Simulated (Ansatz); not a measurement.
Wavefunction ladder for C$_{2}$H$_{8}$GeS, SMILES `[CH3][GeH]([CH3])[SH]`

```xyz
12

C    -0.488    0.159    1.730
Ge   -0.358   -0.375   -0.138
C     1.411   -0.021   -0.881
S    -1.889    0.865   -1.198
H    -1.491   -0.033    2.113
H     0.230   -0.403    2.330
H    -0.271    1.224    1.830
H    -0.721   -1.865   -0.316
H     2.165   -0.609   -0.353
H     1.440   -0.286   -1.938
H     1.648    1.038   -0.779
H    -1.676    0.307   -2.401
```

Total charge 0; spin multiplicity 1. Correlated methods include outer-core shells of Ge, which these sets cover unevenly. Scalar relativity is left out up to krypton. Geometry: relaxed with PBE0-D4/def2-TZVP. It is one conformer, not always the lowest. Frozen core, restricted reference, the Gaussian-basis code of Ansatz.

```
     basis      HF (Eh)  MP2 corr.  CCSD corr.       (T)  CCSD(T) total
  def2-SVP            ?   -0.65807    -0.70808         ?              ?
def2-TZVPP            ?   -0.80140           ?  -0.03369              ?
def2-QZVPP  -2553.43457   -1.10292           –         –              –
```

(1) Fill in the withheld values. (An estimate is asked.)

## Answers

(1) Ansatz gave: def2-SVP HF (Eh): -2552.88470; def2-SVP (T): -0.02030; def2-SVP CCSD(T) total: -2553.61308; def2-TZVPP HF (Eh): -2553.37777; def2-TZVPP CCSD corr.: -0.85026; def2-TZVPP CCSD(T) total: -2554.26172.
